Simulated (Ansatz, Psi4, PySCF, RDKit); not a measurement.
Dimer: CH2O (SMILES C=O) (first 4 atoms) with CH6Si (SMILES C[SiH3]); geometry from B3LYP-D3(BJ)/def2-TZVP, rigid monomers moved along the line of their centres of mass till O2···Si6 is 3.78 Å.
(charge 0, multiplicity 1):
```xyz
12

C      0.172     0.234    -0.280
O     -0.816    -0.035     0.346
H      1.151     0.388     0.211
H      0.153     0.341    -1.381
C     -1.396    -0.564     4.215
Si     0.393    -0.097     3.927
H     -1.470    -1.546     4.687
H     -1.931    -0.594     3.266
H     -1.887     0.161     4.868
H      1.131    -0.052     5.216
H      0.514     1.241     3.298
H      1.081    -1.081     3.056
```

```
level                              interaction energy (kcal/mol)  cost
---------------------------------  -----------------------------  ----
MMFF94                                                     -1.45     -
HF/STO-3G (no counterpoise)                                -0.36     -
HF/6-31G* (no counterpoise)                                -1.72     -
PBE-D4/def2-TZVPPD                                         -2.03    ×1
r2SCAN-D4/def2-TZVPPD                                      -1.86    ×1
B3LYP/3-21G (no counterpoise)                              -3.58     -
B3LYP/6-311+G** (no counterpoise)                          -0.76     -
B3LYP/def2-TZVPPD                                          -0.69    ×1
PBE0/def2-TZVPPD                                           -1.19    ×1
PBE0-D3(BJ)/def2-TZVPPD                                    -2.03    ×1
wB97X-V/def2-TZVPPD                                        -1.98    ×3
MP2/aug-cc-pV(D+d)Z                                        -1.77     -
CCSD(T)/aug-cc-pV(D+d)Z                                    -1.79   ×10
SAPT0/jun-cc-pV(D+d)Z                                      -1.70     -
```

The rows run from -3.58 (B3LYP/3-21G (no counterpoise)) to -0.36 kcal/mol (HF/STO-3G (no counterpoise)). The dispersion term adds -0.84 in PBE0-D3(BJ). The 3 functionals in def2-TZVPPD without D3 or D4 span 1.29, from wB97X-V to B3LYP.

Interaction energies are E(AB) − E(A) − E(B) at the monomers' geometry in the complex; basis-set methods are counterpoise corrected. Rows marked so take none.

Frozen-core correlation. Rows in 3-21G, 6-311+G**, 6-31G*, STO-3G carry no dispersion term and start afresh at each structure (6-31G* with six Cartesian d functions).

Run with Ansatz (Gaussian orbitals); Psi4 for SAPT; PySCF for 3-21G rows, 6-311+G** rows, 6-31G* rows, STO-3G rows, the dispersion terms; RDKit for the force fields. Values without a source in brackets are computed.

Costs are rough ratios of core time to PBE/def2-TZVPPD (about 9 s over the structures, on one shared machine); a dash marks a level with no comparable run of its own.

Ansatz is a program for electronic structure.
